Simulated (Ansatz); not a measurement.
Species: sum formula SiClF2, net charge 0, doublet state. It need not be the lowest isomer of its formula. SMILES: Cl[Si](F)F
Geometry from a B3LYP-D3(BJ)/def2-TZVP (Ansatz, a first-principles code) optimisation:
```xyz
4

Si    -0.5297     0.2777    -0.0133
F     -1.1616    -0.8390    -0.9554
F     -0.8580    -0.1427     1.4865
Cl     1.5054     0.2910    -0.2702
```
Charge 0, spin multiplicity 2.

Computed values are from Ansatz. Correlated levels leave the core frozen unless marked. UHF or UKS for open shells. No spin-orbit coupling. No relativistic terms. CBS(X,Y): correlation extrapolated as X^-3; Hartree-Fock from the larger set. The bracket is a focal-point correction in the basis named.

- atomisation energy De: 361.9 kcal/mol at RI-MP2/CBS(cc-pV(T+d)Z,cc-pV(Q+d)Z)+[CCSD(T)-MP2]/cc-pV(T+d)Z
- total energy: -948.5566 Eh at RI-MP2/CBS(cc-pV(T+d)Z,cc-pV(Q+d)Z)+[CCSD(T)-MP2]/cc-pV(T+d)Z
- dipole moment: 1.08 D at CCSD(T)/aug-cc-pV(D+d)Z
- T1 diagnostic: 0.013 at CCSD/cc-pwCVTZ
